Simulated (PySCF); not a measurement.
Ni(CO) (CNiO), SMILES [O+]#[C-]->[Ni], multiplicity 1.

The structure is a stationary point at PBE0-D3(BJ)/def2-TZVP. The multiplicity is an assumed one; other spin states were not compared.

The numbers are results of PBE0-D3(BJ)/def2-TZVP in PySCF, not measurements.

Frequencies are harmonic and unscaled.

Modes within 1.5 cm⁻¹ of each other (mostly degenerate sets) share a row, with their intensities summed.

Computed vibrational spectrum:
| mode | ν (cm⁻¹) | IR (km/mol) | Raman (Å⁴/amu) | depolarisation | moving atoms (share of kinetic energy) |
|---|---|---|---|---|---|
| 1–2 | 358 | 18.8 | 0.0 | – | C 77 %, O 20 % |
| 3 | 601 | 6.2 | 14.7 | 0.30 | O 44 %, Ni 32 %, C 24 % |
| 4 | 2120 | 725.8 | 14.2 | 0.23 | C 62 %, O 38 % |
